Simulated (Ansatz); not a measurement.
System: sum formula BN₂H₄Br, charge 0, multiplicity 1. 
Geometry from a B3LYP-D3(BJ)/def2-TZVP (Ansatz, a program for electronic structure) optimisation:
```xyz
8

N      1.2961    -1.5500     0.2936
B      0.0337    -0.9635     0.1149
N     -1.1839    -1.6610     0.0892
Br    -0.0346     0.9913    -0.1182
H      2.1410    -1.0087     0.3048
H      1.4346    -2.5379     0.4205
H     -2.0640    -1.1969    -0.0418
H     -1.2530    -2.6582     0.1990
```

Quantity: atomisation energy (electronic, to ground-state atoms), in eV. Valence correlation only, unless marked. Open shells are spin-unrestricted. Spin-orbit coupling is left out. The frozen core is the preceding noble-gas configuration, with the filled d and f shells of earlier blocks. Non-relativistic. The coupled-cluster limit lacks core correlation, which all-electron functionals hold. CBS(X,Y): correlation extrapolated as X^-3; Hartree-Fock from the larger set. [CCSD(T)-MP2]/basis is that difference in the basis named.

```csv
level,program,atomisation energy (eV),minus last row
B3LYP/def2-TZVPD,Ansatz,30.52,0.04
r2SCANh-D4/def2-TZVPD,Ansatz + dftd4,30.37,-0.11
r2SCAN0-D4/def2-TZVPD,Ansatz + dftd4,30.06,-0.42
HSE06-D3(BJ)/def2-TZVPD,Ansatz + dftd3,30.76,0.28
"MP2/CBS(cc-pVTZ,cc-pVQZ)",Ansatz,31.11,0.63
RI-MP2/aug-cc-pVQZ,Ansatz,30.81,0.33
SCS-MP2/cc-pVQZ,Ansatz,30.72,0.24
CCSD/6-31G*,Ansatz,26.77,-3.71
CCSD/cc-pVTZ,Ansatz,28.95,-1.53
CCSD/cc-pVQZ,Ansatz,29.53,-0.95
"CCSD/CBS(aug-cc-pVTZ,aug-cc-pVQZ)",Ansatz,29.91,-0.57
"CCSD/CBS(cc-pVTZ,cc-pVQZ)",Ansatz,29.90,-0.58
CCSD(T)/STO-3G,Ansatz,27.71,-2.77
"RI-MP2/CBS(cc-pVTZ,cc-pVQZ)+[CCSD(T)-MP2]/cc-pVDZ",Ansatz,30.51,0.03
"CCSD(T)/CBS(aug-cc-pVTZ,aug-cc-pVQZ)",Ansatz,30.48,0.00
```
